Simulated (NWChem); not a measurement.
Species: SnCl3 anion; SMILES [Cl][Sn-]([Cl])[Cl]

Program: NWChem. Sets without diffuse functions describe the anion's extra electron poorly. The geometry was optimised at B3LYP/def2-SVPD. Not confirmed as a minimum by frequencies. def2 effective core potentials on Sn; no spin-orbit coupling. Level PBE0/def2-TZVP: single points from the atomic guess with DIIS by default; each run changes one setting, and all converged runs end within 0.3 mHa of each other. cgmin counts macro-iterations, each dearer than a DIIS step.

Task: Which setting needs the most SCF iterations, or fails (DIIS on 3 Fock matrices; no DIIS, 40 % damping; defaults; no level shifting; quadratically convergent solver (cgmin))?

Result: no DIIS, 40 % damping, with 15 against 8 for the defaults.
```tsv
setting	SCF iterations
defaults	8
quadratically convergent solver (cgmin)	5
no DIIS, 40 % damping	15
DIIS on 3 Fock matrices	8
no level shifting	8
```
